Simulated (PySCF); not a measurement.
SMILES [SiH2](Br)O (H₃BrOSi), singlet (B3LYP/def2-SVP optimised geometry):

```
6

O      1.014    -0.712     0.000
Si    -0.643    -0.712     0.000
Br    -1.472     1.379     0.000
H      1.472    -0.300     0.743
H     -1.056    -1.379    -1.253
H     -1.208    -1.372     1.207
```

Computed with B3LYP/def2-TZVP (PySCF).

What are the frontier orbital energies and the dipole moment?

HOMO-2 -9.18 eV, HOMO-1 -8.34 eV, HOMO -8.15 eV, LUMO -0.27 eV, LUMO+1 -0.04 eV; dipole moment 1.50 D.

Meta-Löwdin charges at B3LYP/def2-TZVP: O1 -0.74, Si2 0.89, Br3 -0.29, H4 0.36, H5 -0.10, H6 -0.12.
